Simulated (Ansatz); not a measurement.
Start from `N=[C](O)[GaH2]` and change one atom or group to get `N=CO`.

Ansatz, PBE0-D4/def2-TZVP geometries, multiplicity 1. Each molecule was computed in one conformer, which needn't be the lowest.

Scalar relativity is left out up to krypton.

```tsv
property	`N=[C](O)[GaH2]`
zero-point energy (PBE0-D4/def2-TZVP) / kJ/mol	129.1
LUMO energy (ωB97M-V/def2-TZVPP) / eV	-0.44
LUMO energy (PBE0/def2-TZVPP) / eV	-2.19
HOMO–LUMO gap (PBE/def2-TZVPP) / eV	3.07
LUMO energy (B3LYP/def2-TZVPP) / eV	-2.48
HOMO–LUMO gap (PBE0/def2-TZVPP) / eV	5.22
```

Task: Give the same properties after the change, and the shifts. (Best estimate.)

Result: Ansatz gave: 
```tsv
property	`N=CO`	shift
zero-point energy (PBE0-D4/def2-TZVP) / kJ/mol	121.9	-7.2
LUMO energy (ωB97M-V/def2-TZVPP) / eV	2.74	3.18
LUMO energy (PBE0/def2-TZVPP) / eV	0.45	2.64
HOMO–LUMO gap (PBE/def2-TZVPP) / eV	6.00	2.93
LUMO energy (B3LYP/def2-TZVPP) / eV	0.14	2.62
HOMO–LUMO gap (PBE0/def2-TZVPP) / eV	8.65	3.43
```

With PBE0 the HOMO falls by 0.79 eV and the LUMO rises by 2.64 eV, so the gap widens by about 3.43 eV. PBE moves the HOMO by -0.62 eV and ωB97M-V by -0.83 eV. The zero-point energy changes by -7.2 kJ/mol with -6 modes.

B3LYP here is the variant with VWN-RPA as its local correlation; programs differ in this.
